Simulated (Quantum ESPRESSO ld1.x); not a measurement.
The run below uses ld1.x (Quantum ESPRESSO 7.5).

```
 &input
    atom='Ca',
    iswitch=1,
    rel=1,
    lsd=1,
    dft='PZ',
    config='[Ar] 4s1 3d0 4p0 5s0 4f0',
    prefix='ld1',
    max_out_wfc=37,
    file_charge='ld1.rho',
 /
```

Command: `OMP_NUM_THREADS=1 ld1.x < ld1.in > ld1.out`

It prints:

```
     Program LD1 v.7.5 starts

     --------------------------- All-electron run ----------------------------

     scalar relativistic calculation

     atomic number is 20.00
     dft =PZ   lsd =1 sic =0 latt =0  beta=0.20 tr2=1.0E-14
     Exchange-correlation= PZ
                           (   1   1   0   0   0   0   0)
     mesh =1951 r(mesh) =  99.90979 a.u. xmin = -8.00 dx = 0.00800
     1 Ry =  13.60569312 eV, c = 137.03599908

     n l     nl                  e(Ry)          e(Ha)          e(eV)
     1 0     1S 1( 1.00)      -289.9588      -144.9794     -3945.0899
     2 0     2S 1( 1.00)       -30.8812       -15.4406      -420.1598
     2 1     2P 1( 3.00)       -25.1090       -12.5545      -341.6260
     3 0     3S 1( 1.00)        -3.9538        -1.9769       -53.7941
     3 1     3P 1( 3.00)        -2.5672        -1.2836       -34.9291
     4 0     4S 1( 1.00)        -0.6976        -0.3488        -9.4919
     3 2     3D 1( 0.00)        -0.6408        -0.3204        -8.7192
     4 1     4P 1( 0.00)        -0.4655        -0.2327        -6.3331
     5 0     5S 1( 0.00)        -0.2122        -0.1061        -2.8872
     4 3     4F 1( 0.00)        -0.0782        -0.0391        -1.0638
     1 0     1S 2( 1.00)      -289.9560      -144.9780     -3945.0519
     2 0     2S 2( 1.00)       -30.8784       -15.4392      -420.1225
     2 1     2P 2( 3.00)       -25.1064       -12.5532      -341.5906
     3 0     3S 2( 1.00)        -3.9470        -1.9735       -53.7016
     3 1     3P 2( 3.00)        -2.5581        -1.2790       -34.8043
     4 0     4S 2( 0.00)        -0.6257        -0.3128        -8.5125
     3 2     3D 2( 0.00)        -0.6102        -0.3051        -8.3023
     4 1     4P 2( 0.00)        -0.4003        -0.2002        -5.4468
     5 0     5S 2( 0.00)        -0.1978        -0.0989        -2.6910
     4 3     4F 2( 0.00)        -0.0727        -0.0363        -0.9886

     final scf error:  5.9E-16 reached in  30 iterations

     Etot =   -1356.918378 Ry,    -678.459189 Ha,  -18461.815042 eV
     Total magnetization:    1.00 Bohr mag.

     Ekin =    1365.316586 Ry,     682.658293 Ha,   18576.078481 eV
     Encl =   -3216.620918 Ry,   -1608.310459 Ha,  -43764.357103 eV
     Eh   =     562.682011 Ry,     281.341006 Ha,    7655.678770 eV
     Exc  =     -68.296057 Ry,     -34.148028 Ha,    -929.215190 eV

     normalization and overlap integrals

     s(1S/1S) =  1.000000  <r> =   0.0770  <r2> =    0.0080  r(max) =   0.0504
     s(1S/2S) = -0.001760
     s(1S/3S) = -0.000619
     s(1S/4S) = -0.000200
     s(1S/5S) = -0.000102
     s(2S/2S) =  1.000000  <r> =   0.3655  <r2> =    0.1583  r(max) =   0.3001
     s(2S/3S) = -0.000336
     s(2S/4S) = -0.000106
     s(2S/5S) = -0.000054
     s(2P/2P) =  1.000000  <r> =   0.3284  <r2> =    0.1335  r(max) =   0.2457
     s(2P/3P) = -0.000259
     s(2P/4P) = -0.000075
     s(3S/3S) =  1.000000  <r> =   1.1574  <r2> =    1.5485  r(max) =   0.9963
     s(3S/4S) = -0.000058
     s(3S/5S) = -0.000029
     s(3P/3P) =  1.000000  <r> =   1.2710  <r2> =    1.9087  r(max) =   1.0453
     s(3P/4P) = -0.000042
     s(4S/4S) =  1.000000  <r> =   3.5383  <r2> =   14.1655  r(max) =   3.1027
     s(4S/5S) = -0.000013
     s(3D/3D) =  1.000000  <r> =   1.9936  <r2> =    5.2021  r(max) =   1.2564
     s(4P/4P) =  1.000000  <r> =   4.2731  <r2> =   20.7081  r(max) =   3.7594
     s(5S/5S) =  1.000000  <r> =   7.9701  <r2> =   71.7287  r(max) =   7.4803
     s(4F/4F) =  1.000000  <r> =  11.8887  <r2> =  165.4594  r(max) =   9.5093
     s(1S/1S) =  1.000000  <r> =   0.0770  <r2> =    0.0080  r(max) =   0.0504
     s(1S/2S) = -0.001760
     s(1S/3S) = -0.000619
     s(1S/4S) = -0.000200
     s(1S/5S) = -0.000097
     s(2S/2S) =  1.000000  <r> =   0.3655  <r2> =    0.1583  r(max) =   0.3001
     s(2S/3S) = -0.000336
     s(2S/4S) = -0.000107
     s(2S/5S) = -0.000051
     s(2P/2P) =  1.000000  <r> =   0.3283  <r2> =    0.1335  r(max) =   0.2457
     s(2P/3P) = -0.000259
     s(2P/4P) = -0.000072
     s(3S/3S) =  1.000000  <r> =   1.1560  <r2> =    1.5434  r(max) =   0.9963
     s(3S/4S) = -0.000058
     s(3S/5S) = -0.000027
     s(3P/3P) =  1.000000  <r> =   1.2660  <r2> =    1.8906  r(max) =   1.0453
     s(3P/4P) = -0.000040
     s(4S/4S) =  1.000000  <r> =   3.5755  <r2> =   14.5676  r(max) =   3.0780
     s(4S/5S) = -0.000012
     s(3D/3D) =  1.000000  <r> =   1.9087  <r2> =    4.7593  r(max) =   1.2365
     s(4P/4P) =  1.000000  <r> =   4.4715  <r2> =   22.8602  r(max) =   3.8201
     s(5S/5S) =  1.000000  <r> =   8.3786  <r2> =   79.1811  r(max) =   7.8481
     s(4F/4F) =  1.000000  <r> =  13.6089  <r2> =  213.3179  r(max) =  11.3392

     ------------------------ End of All-electron run ------------------------
```

Run on one thread of a shared host, so times are rough (Intel(R) Xeon(R) Processor @ 2.60GHz): 0.59 s of CPU time, 1.9 s wall, 30 iterations on 1951 mesh points.
